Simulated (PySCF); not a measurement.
Ligands exchanged one at a time, Sn F-NH2. All species are isolated molecules in the gas phase. One relaxed conformer stands for each flexible species; it need not be the lowest. Strings in code marks are SMILES.

The four lowest singlet excitations (Tamm–Dancoff). The numbers are results of PySCF with CAM-B3LYP-D3(BJ)/def2-TZVP, not measurements. Excitations are Tamm–Dancoff values on a coarser integration grid. The basis has no diffuse functions, so Rydberg states are missing or too high.

```
state  energy (eV)  wavelength (nm)  oscillator strength
-----  -----------  ---------------  -------------------
S1            5.85              212                0.000
S2            5.90              210                0.085
S3            6.11              203                0.113
S4            6.11              203                0.113
```

Problem. Say which member gives these states.
A) `[F][Sn]([F])([F])[F]`
B) `[NH2][Sn]([NH2])([NH2])[NH2]`
C) `[NH2][Sn]([NH2])([F])[F]`

Solution. B, `[NH2][Sn]([NH2])([NH2])[NH2]`
